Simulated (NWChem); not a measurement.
Molecule: C2H4Si; SMILES C(#C)[SiH3]

All runs: NWChem. All runs use the structure optimised with PBE0/def2-SVP.

**Question.** What does the run give for PBE/def2-SVP? Quantities: highest occupied level (eV); orbital gap (eV); dipole (D).

**Answer.** 
```
Property                     Value
---------------------------  -----
highest occupied level (eV)  -6.95
orbital gap (eV)              6.05
dipole (D)                    0.38
```
